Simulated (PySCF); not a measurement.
# Radial density of Si²⁺ (silicon, charge +2)

wB97X-V, [Ne] 3s2, closed-shell 1S. All numbers are calculated (PySCF 2.14, the spin-free X2C one-electron Hamiltonian (Gaussian nucleus), in aug-cc-pCVTZ-DK).

```tsv
r (bohr)	4πr²ρ (e/bohr)
0.00151	0.05796
0.00254	0.1523
0.00427	0.3959
0.00718	1.003
0.0121	2.419
0.0203	5.343
0.0342	10.16
0.0575	15.01
0.0967	14.93
0.163	10.20
0.274	11.57
0.460	13.93
0.774	5.981
1.30	1.504
2.19	0.9623
3.68	0.09281
6.19	0.0004267
```

Densities and radii are taken from the X2C orbitals without a picture-change correction, which distorts them close to the nucleus.
